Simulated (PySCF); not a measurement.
## Exercise with solution: oscillator strength and radiative lifetime

(Z)-1-chlorobut-1-ene (C4H7Cl), SMILES C(/CC)=C/Cl.

Geometry: PBE-D3(BJ)/def2-SVP. The values are those of a single conformer.

PySCF with TDA-LC-ωPBE/def2-SVPD puts the first singlet state with f over 0.02 at 7.34 eV (vertical), with the transition dipole (1.687, -0.005, 0.306) in atomic units.

Problem. Find the oscillator strength, the wavelength and the radiative lifetime that this transition would have in vacuum if emission retraced absorption.

Solution. 
|μ|² = 2.9396 au, so |μ| = 4.36 D. ΔE = 7.34/27.211 = 0.2697 hartree. f = (2/3) ΔE |μ|² = 0.529 (the program prints 0.528).
λ = 1239.84/7.34 = 169 nm; ν = 59201 cm⁻¹.
Einstein's coefficient A = 0.6670 ν² f s⁻¹ (ν in cm⁻¹) = 1.2e9 s⁻¹, so τ = 1/A = 0.81 ns. This state is S2; the lower singlet has f = 0.004. The figure is the radiative limit of this one transition; relaxation, internal conversion, crossing to triplets and a medium change what is measured.
